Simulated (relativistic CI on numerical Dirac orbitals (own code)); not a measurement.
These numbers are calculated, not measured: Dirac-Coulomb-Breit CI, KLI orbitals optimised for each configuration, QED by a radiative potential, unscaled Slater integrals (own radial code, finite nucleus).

The strongest absorption lines from the ground level of an ion, among the configurations computed and to levels below about 385 eV (vacuum wavelength in nm, gf): 3.2366 (4.8e-09), 3.5099 (1e-08), 3.5441 (2e-08), 6.6717 (0.21), 7.0750 (0.42), 12.167 (5.8), 15.271 (0.24), 17.645 (0.0013).

Which ion is it?
A. Cs19+
B. I17+
C. Sb13+
D. Sb15+

D. Sb15+ has 36 electrons and the ground level 4s2.4p6 1S_0; the strongest line goes to 4s2.4p5.4d 1P°_1. The pattern of lines fixes the number of electrons, and along that sequence the line energies rise steadily with the charge (about as its square where n changes within one kind of shell, about linearly where n is kept but much faster in heavy ions where fine structure, which grows about as Z⁴, sets the gap, and irregularly where shells cross), which fixes Z. Configurations outside the model, such as inner-shell arrays, can give stronger lines. At this charge energies of transitions that change n are usually good to better than 1 %, and those within a shell (Δn = 0) to a few per cent. Levels and lines within the n = 5 or 6 shells can be off by up to 10 % or somewhat more, and those that change n by about 2 %, since core polarisation is missing.

LS names give the leading component of a level, which can be under half, so a name can repeat, a term be missing and a line seem to break the LS rules.
